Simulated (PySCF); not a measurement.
# K²⁺: ionisation energy

K²⁺ [Ne] 3s2 3p5 (2P) → K³⁺ [Ne] 3s2 3p4 (3P), as a difference of total energies. Calculation: PySCF 2.14, in an even-tempered Gaussian basis (22 s from 0.028 bohr⁻², ratio 2.5; 14 p from 0.036 bohr⁻², ratio 2.5; 6 d from 1.2 bohr⁻², ratio 2.7; 5 f from 1.8 bohr⁻², ratio 2.7); scalar relativity by spin-free X2C-1e. Correlated levels: outer shells: 1s2 frozen; virtual orbitals above 40 to 60 times the deepest correlated orbital energy dropped. The calculations carry no spin-orbit coupling.

```csv
method,ionisation energy (eV)
UHF,44.391
LDA,45.898
PBE,45.663
PBE0,45.688
TPSSh,45.694
B2PLYP,45.512
MP2 (outer shells),45.198
```

Estimate what r2SCAN gives.

45.764 eV, closest to TPSSh among the rows shown.

Estimate what SCS-MP2 (outer shells) gives.

45.188 eV, closest to MP2 (outer shells) among the rows shown.

A first-order spin-orbit estimate (lowest level to lowest level, LS coupling) adds -0.008 eV.

For comparison: 45.803 eV (semi-empirical (NIST evaluation); NIST Atomic Spectra Database, ionization energies).
